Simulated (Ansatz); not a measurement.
`CC(F)(Cl)Cl` + `[CH3][Mg][OH]` → `C[CH2][Mg][OH]` + `FC(Cl)Cl` at 500 K and 1 bar (formal exchange of groups at a C–C bond).

Gas-phase electronic energies from Ansatz, PBE0-D4/def2-TZVP geometries. CBS: MP2 limit from def2 TZ/QZ plus the TZ coupled-cluster correction, frozen cores. For Mg outer-core shells are correlated without core-valence functions, which leaves a few kJ/mol of doubt a bond. Each species was taken in one conformer, which may not be the lowest.

```json
{"species": "`CC(F)(Cl)Cl`", "CCSD(T)/CBS energy (Eh)": "-1097.25476", "H − E (kJ/mol)": "166.2", "S (J/(mol·K))": "369.6"}
{"species": "`[CH3][Mg][OH]`", "CCSD(T)/CBS energy (Eh)": "-315.57215", "H − E (kJ/mol)": "159.4", "S (J/(mol·K))": "354.5"}
{"species": "`C[CH2][Mg][OH]`", "CCSD(T)/CBS energy (Eh)": "-354.82367", "H − E (kJ/mol)": "244.3", "S (J/(mol·K))": "411.1"}
{"species": "`FC(Cl)Cl`", "CCSD(T)/CBS energy (Eh)": "-1057.98381", "H − E (kJ/mol)": "84.2", "S (J/(mol·K))": "328.3"}
```

H − E and S are ideal-gas, rigid-rotor, harmonic terms from PBE0-D4/def2-TZVP, for one conformer and one mirror image of each species. 1 Eh = 2625.50 kJ/mol, R = 8.31446 J/(mol·K).

Problem. By hand: ΔE, ΔH, ΔS and ΔG.

Solution. ΔE = (-354.82367) + (-1057.98381) − (-1097.25476) − (-315.57215) = 0.01943 Eh = 51.0 kJ/mol. Δ(H − E) = 244.3 + 84.2 − 166.2 − 159.4 = 2.9, so ΔH = 53.9 kJ/mol. ΔS = 411.1 + 328.3 − 369.6 − 354.5 = 15.3 J/(mol·K). ΔG = 53.9 − 500 × (15.3)/1000 = 46.2 kJ/mol.

Problem. By hand: the equilibrium constant, and the temperature at which ΔG would vanish if ΔH and ΔS stayed fixed.

Solution. log₁₀ K = −ΔG/(RT ln 10) = -4.8. ΔG = 0 at ΔH/ΔS = 3523 K, far beyond where these terms or the molecules hold.

ΔH outweighs TΔS. A doubt of 5 kJ/mol in ΔE shifts log₁₀ K by 0.5 here. Other conformers and mirror images would add mixing entropy, several J/(mol·K) or more a flexible species. These are equilibria of isolated gas molecules and say nothing of rates. Largest T1 diagnostic: 0.011 (customary marks: 0.02 for closed shells, 0.045 for open ones).
